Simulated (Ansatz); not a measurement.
## Reading a saddle point

A first-order saddle point of Si$_{2}$H$_{6}$ClOF$_{3}$, singlet, PBE0-D4/def2-TZVP, with one imaginary mode of 876i cm⁻¹:

Si1  (-0.619, 1.078, -0.295)
Si2  (0.412, -1.006, -1.185)
F3  (-0.543, 2.426, -1.126)
F4  (-1.864, 0.437, -1.122)
F5  (-1.366, 1.235, 1.120)
H6  (0.914, -0.020, 1.835)
Cl7  (1.396, 1.558, 0.614)
H8  (0.035, -0.703, 0.657)
O9  (0.292, -0.805, 1.840)
H10  (1.725, -1.530, -0.730)
H11  (-0.517, -2.093, -1.568)
H12  (0.643, -0.085, -2.333)
H13  (-0.508, -0.491, 2.293)
(Å)

Ansatz 0.2.0; basis: def2-TZVPP and def2-QZVPP; cores frozen in the correlated methods. Extrapolation: Hartree–Fock as exp(−7.88 √X), correlation as X^−2.97.

Which contacts change along the imaginary mode, and what lies on either side? (A judgement: the text doesn't fix the answer.)

Computed: The step is Si₂H₃F₃ ([F][Si]([F])([F])[SiH3]) + HCl + H₂O → SiClF₃ ([F][Si]([F])([F])[Cl]) + SiH₄ + H₂O, with the molecules in contact on both sides. Shortening one way: Si1–Cl7, Si2–H8, H6–O9; lengthening the same way: Si1–Si2, H6–Cl7, H8–O9.
```csv
pair,one side (Å),saddle (Å),other side (Å)
Si1–Cl7,3.61,2.26,2.01
Si2–H8,5.62,1.90,1.49
H6–O9,1.67,1.00,0.96
Si1–Si2,2.33,2.49,4.48
H6–Cl7,1.33,2.05,3.47
H8–O9,0.96,1.22,2.96
```

Which side is lower, and how far does the saddle lie above each? (Judge from chemistry; the value comes from the calculation.)

The calculation gives: The side with Si1–Cl7, Si2–H8, H6–O9 short is lower by 0.812 eV; the saddle lies 2.730 eV above it and 1.918 eV above the other (CCSD(T) at an estimated basis limit (MP2 extrapolated from triple and quadruple zeta, plus CCSD(T) − MP2 in triple zeta); electronic energies).

T1 diagnostic: at most 0.013.

Labels in which every atom is bracketed show which atoms are joined, not bond orders.

For scale, one of the runs: CCSD(T)/def2-TZVPP, 334 basis functions, launched by `ansatz run in.yaml --threads 2 --pin off --events-out ev --progress --plain --max-ram 32768MiB --backend cuda --devices 0, --max-vram 18GiB`. The run took 33 s on 2 CPU threads of an AMD EPYC 7R13 and a share of one NVIDIA H100 (shared host), with 0.8 GiB of host memory at its peak.
